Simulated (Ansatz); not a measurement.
Consider the ligand exchange at the Si–N bond: `N[SiH2][SeH]` + PH₃ → `P[SiH2][SeH]` + NH₃.

Calculated with Ansatz (gas phase, PBE0-D4/def2-TZVP geometries, no zero-point term in ΔE). CCSD(T)/CBS adds triple-zeta CCSD(T) − MP2 to the extrapolated MP2 energy (def2 sets, frozen cores). This one scheme is used for every species. Functionals use def2-TZVPP. B3LYP here is the variant with VWN-RPA as its local correlation; programs differ in this. For Se outer-core shells are correlated without core-valence functions, which leaves a few kJ/mol of doubt a bond. Scalar relativity is left out up to krypton. One conformer a species, not always the lowest.

`N[SiH2][SeH]`:

Z-matrix (Å, degrees):
```
Si
Se 1 2.293
N 1 1.711 2 117.9
H 1 1.482 2 101.7 3 -119.9
H 1 1.482 2 109.2 3 121.1
H 2 1.469 1 93.5 3 -67.4
H 3 1.008 1 119.2 2 85.2
H 3 1.008 1 120.2 2 -57.6
```

PH₃:

Z-matrix (Å, degrees):
```
P
H 1 1.420
H 1 1.420 2 93.1
H 1 1.420 2 93.1 3 93.3
```

`P[SiH2][SeH]`:

Cartesian coordinates in Å:
```
P -1.888 0.082 -0.475
Si 0.200 0.612 0.164
Se 1.506 -1.261 0.164
H -1.447 -0.685 -1.587
H -1.960 -1.044 0.389
H 0.140 1.211 1.522
H 0.738 1.627 -0.778
H 2.711 -0.541 0.602
```

NH₃:

Z-matrix (Å, degrees):
```
N
H 1 1.013
H 1 1.013 2 107.1
H 1 1.013 2 107.1 3 -114.5
```

Q: Is it downhill or uphill in electronic energy at CCSD(T)/CBS, and by how much? (An estimate is asked.)

A: The calculation gave: Uphill: ΔE = +30.3 kJ/mol.

Q: What do these levels give: PBE-D4, B3LYP-D4, ωB97M-V, B3LYP, BHLYP, CAM-B3LYP? (An estimate is asked.)

A: Ansatz gave: PBE-D4 19.8, B3LYP-D4 33.1, ωB97M-V 35.4, B3LYP 38.0, BHLYP 42.8, CAM-B3LYP 43.1 kJ/mol.

Largest T1 diagnostic among the species: 0.013.

At CCSD(T), def2-SVP lies +5.6 kJ/mol from the extrapolated value and def2-TZVPP +2.8 kJ/mol. Leaving LDA and LC-ωPBE aside and taking each functional with its dispersion term where it has one, the values, not all of them listed here, spread over 21.4 kJ/mol, from revPBE-D4 to CAM-B3LYP-D4. LDA lies +5.5 kJ/mol from PBE without D4. In def2-TZVPP, CCSD(T) changes the Hartree–Fock value by −16.2 kJ/mol (the triples alone add −3.0 kJ/mol) and MP2 by −16.0 kJ/mol.
